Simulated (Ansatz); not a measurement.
Complex (SMILES): O (H2O) with FCl (F-Cl), atoms 1 to 3 the first; geometry from B3LYP-D3(BJ)/def2-TZVP, monomers rigid:
```xyz
5

O     -0.2891    -0.2900    -0.2583
H     -0.6031     0.5726     0.0378
H      0.6165    -0.1532    -0.5610
F      0.0906    -2.5011     3.1950
Cl    -0.0773    -1.6206     1.7858
```

Interaction energy at wB97M-V with Ansatz (a first-principles code), kcal/mol, without and with the counterpoise correction (monomers among the partner's ghost functions). Cartesian d functions, on some or all atoms, in 6-311G**; all else is spherical. The program fits the integrals of some runs and decomposes those of others, by size. The functional holds VV10 correlation; no added dispersion term, no relativity. Reference, counterpoise-corrected: the value in aug-pcseg-3, -6.08.

| basis | functions | uncorrected |
|---|---|---|
| 6-31G | 35 | -8.34 |
| def2-SVP | 56 | -9.66 |
| 6-311G** | 75 | -9.63 |
| aug-pcseg-1 | 91 | -6.61 |
| aug-cc-pV(D+d)Z | 96 | -6.51 |
| aug-cc-pV(T+d)Z | 193 | -6.09 |
| cc-pV(Q+d)Z | 234 | -6.96 |
| def2-QZVP | 244 | -6.39 |

**Question.** How large is the counterpoise correction in each set?

**Answer.** 6-31G 2.23, def2-SVP 2.63, 6-311G** 2.31, aug-pcseg-1 0.67, aug-cc-pV(D+d)Z 0.29, aug-cc-pV(T+d)Z 0.08, cc-pV(Q+d)Z 0.67, def2-QZVP 0.27 kcal/mol. The corrected value lies nearer the reference in 7 of 8 rows.
